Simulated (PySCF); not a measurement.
F$_{6}$Mo, singlet, geometry from GFN2-xTB (such geometries of metal compounds can be far from the true shape) (core potentials on Mo), with bond 7-1 at 1.8 times its length; PBE0/def2-SV(P) (PySCF).

Input for PySCF:
```python
from pyscf import gto, scf, dft

mol = gto.Mole()
mol.atom = '''
    Mo    0.000000   -0.000000   -0.000000
    F     1.038304   -0.438275   -1.321262
    F    -1.038304    0.438275    1.321262
    F    -1.103890    0.744977   -1.114599
    F    -0.848084   -1.506260   -0.166820
    F     0.848084    1.506260    0.166820
    F     1.987001   -1.340958    2.006279
'''
mol.basis = 'def2-sv(p)'
mol.ecp = {'Mo': 'def2-sv(p)'}
mol.charge = 0
mol.spin = 0
mol.verbose = 4
mol.build()

mf = dft.RKS(mol)
mf.xc = 'pbe0'
mf.kernel()
mo_i, mo_e, stable_i, stable_e = mf.stability(internal=True, external=True, return_status=True, nroots=6, tol=1e-6)
print('internally stable:', stable_i, ' externally stable:', stable_e)
if not stable_e:
    umf = mf.to_uhf() if not hasattr(mf, 'xc') else mf.to_uks()
    umf.scf_summary = {}
    umf.kernel(umf.make_rdm1(mo_e, umf.mo_occ))
```

It wrote (shortened):

```
PySCF version 2.14.0

[INPUT] verbose = 4
[INPUT] num. atoms = 7
[INPUT] num. electrons = 68
[INPUT] charge = 0
[INPUT] spin (= nelec alpha-beta = 2S) = 0
[INPUT] symmetry False subgroup None
[INPUT] Mole.unit = angstrom
[INPUT] Symbol           X                Y                Z      unit          X                Y                Z       unit  Magmom
[...]
nuclear repulsion = 434.365022254714
number of shells = 46
number of NR pGTOs = 194
number of NR cGTOs = 108
basis = def2-sv(p)
ecp = {'Mo': 'def2-sv(p)'}

******** <class 'pyscf.dft.rks.RKS'> ********
method = RKS
initial guess = minao
damping factor = 0
level_shift factor = 0
DIIS = <class 'pyscf.scf.diis.CDIIS'>
diis_start_cycle = 1
diis_space = 8
diis_damp = 0
SCF conv_tol = 1e-09
SCF conv_tol_grad = None
SCF max_cycles = 50
direct_scf = True
direct_scf_tol = 1e-13
XC library pyscf.dft.libxc version 7.1.2
    S. Lehtola, C. Steigemann, M. J. T. Oliveira, and M. A. L. Marques,  SoftwareX 7, 1–5 (2018)
XC functionals = pbe0
    C. Adamo and V. Barone,  J. Chem. Phys. 110, 6158 (1999)
    M. Ernzerhof and G. E. Scuseria,  J. Chem. Phys. 110, 5029 (1999)
radial grids:
    Treutler-Ahlrichs [JCP 102, 346 (1995); DOI:10.1063/1.469408] (M4) radial grids

becke partition: Becke, JCP 88, 2547 (1988); DOI:10.1063/1.454033
pruning grids: <function nwchem_prune>
grids dens level: 3
symmetrized grids: False
atomic radii adjust function: <function treutler_atomic_radii_adjust>
small_rho_cutoff = 0
Set gradient conv threshold to 3.16228e-05
Initial guess from minao.
tot grids = 108016
init E= -658.755132748732
cycle= 1 E= -665.41722380396  delta_E= -6.66  |g|= 1.81  |ddm|= 3.43
cycle= 2 E= -649.237817598149  delta_E= 16.2  |g|= 5.01  |ddm|= 5.86
cycle= 3 E= -665.549095682628  delta_E= -16.3  |g|= 1.72  |ddm|= 5.49
cycle= 4 E= -665.945633734719  delta_E= -0.397  |g|= 0.781  |ddm|= 0.673
cycle= 5 E= -652.57447466705  delta_E= 13.4  |g|= 3.25  |ddm|=  4.6
cycle= 6 E= -666.044753813582  delta_E= -13.5  |g|= 0.555  |ddm|= 4.56
cycle= 7 E= -652.702121418231  delta_E= 13.3  |g|= 3.23  |ddm|= 4.55
cycle= 8 E= -652.623014109528  delta_E= 0.0791  |g|= 3.24  |ddm|= 0.0696
cycle= 9 E= -652.616775808999  delta_E= 0.00624  |g|= 3.24  |ddm|= 0.00556
cycle= 10 E= -652.443638019345  delta_E= 0.173  |g|= 3.33  |ddm|= 0.14
cycle= 11 E= -652.341642983066  delta_E= 0.102  |g|= 3.39  |ddm|= 0.0991
cycle= 12 E= -666.056795036665  delta_E= -13.7  |g|= 0.449  |ddm|= 4.59
[...]
converged SCF energy = -666.131522401834
<class 'pyscf.dft.rks.RKS'> wavefunction has an internal instability
<class 'pyscf.dft.rks.RKS'> wavefunction has an real -> complex instability
<class 'pyscf.dft.rks.RKS'> wavefunction has an RHF/RKS -> UHF/UKS instability
internally stable: False  externally stable: False
[...]
cycle= 19 E= -666.131034949298  delta_E= -0.00449  |g|= 0.0968  |ddm|= 0.0484
cycle= 20 E= -666.131180421584  delta_E= -0.000145  |g|= 0.095  |ddm|= 0.00237
cycle= 21 E= -666.132087548929  delta_E= -0.000907  |g|= 0.0806  |ddm|= 0.0285
cycle= 22 E= -666.133876375538  delta_E= -0.00179  |g|= 0.0472  |ddm|= 0.0928
cycle= 23 E= -666.132238273702  delta_E= 0.00164  |g|= 0.0944  |ddm|= 0.147
cycle= 24 E= -666.132301576114  delta_E= -6.33e-05  |g|= 0.097  |ddm|= 0.0567
cycle= 25 E= -666.135576708972  delta_E= -0.00328  |g|= 0.074  |ddm|= 0.135
cycle= 26 E= -666.135675067654  delta_E= -9.84e-05  |g|= 0.0591  |ddm|= 0.0774
cycle= 27 E= -666.136185895672  delta_E= -0.000511  |g|= 0.0708  |ddm|= 0.162
cycle= 28 E= -666.137485177655  delta_E= -0.0013  |g|= 0.0146  |ddm|= 0.18
cycle= 29 E= -666.137195370713  delta_E= 0.00029  |g|= 0.0142  |ddm|= 0.0863
cycle= 30 E= -666.137093764214  delta_E= 0.000102  |g|= 0.00982  |ddm|= 0.0976
cycle= 31 E= -666.137108621882  delta_E= -1.49e-05  |g|= 0.00533  |ddm|= 0.0218
cycle= 32 E= -666.137101035795  delta_E= 7.59e-06  |g|= 0.00393  |ddm|= 0.00973
cycle= 33 E= -666.137102518273  delta_E= -1.48e-06  |g|= 0.00279  |ddm|= 0.0116
cycle= 34 E= -666.137106602259  delta_E= -4.08e-06  |g|= 0.00179  |ddm|= 0.00231
cycle= 35 E= -666.137102042989  delta_E= 4.56e-06  |g|= 0.00101  |ddm|= 0.00615
cycle= 36 E= -666.137107829949  delta_E= -5.79e-06  |g|= 0.00121  |ddm|= 0.00684
cycle= 37 E= -666.137106853422  delta_E= 9.77e-07  |g|= 0.0014  |ddm|= 0.000855
cycle= 38 E= -666.137097273608  delta_E= 9.58e-06  |g|= 0.00327  |ddm|= 0.00642
cycle= 39 E= -666.137100160172  delta_E= -2.89e-06  |g|= 0.00174  |ddm|= 0.00569
cycle= 40 E= -666.137100306518  delta_E= -1.46e-07  |g|= 0.000819  |ddm|= 0.0041
cycle= 41 E= -666.137100001112  delta_E= 3.05e-07  |g|= 0.000563  |ddm|= 0.00286
cycle= 42 E= -666.137100274329  delta_E= -2.73e-07  |g|= 0.000146  |ddm|= 0.0013
cycle= 43 E= -666.137100224682  delta_E= 4.96e-08  |g|= 0.000119  |ddm|= 0.000406
cycle= 44 E= -666.137100185958  delta_E= 3.87e-08  |g|= 0.000113  |ddm|= 0.00045
cycle= 45 E= -666.137100154036  delta_E= 3.19e-08  |g|= 5.9e-05  |ddm|= 0.00102
cycle= 46 E= -666.137100151529  delta_E= 2.51e-09  |g|= 2.82e-05  |ddm|= 0.000229
cycle= 47 E= -666.137100151778  delta_E= -2.49e-10  |g|= 1.09e-05  |ddm|= 3.88e-05
Extra cycle  E= -666.137100150082  delta_E= 1.7e-09  |g|= 7.68e-05  |ddm|= 0.000144
converged SCF energy = -666.137100150082  <S^2> = 0.40376767  2S+1 = 1.617118
```
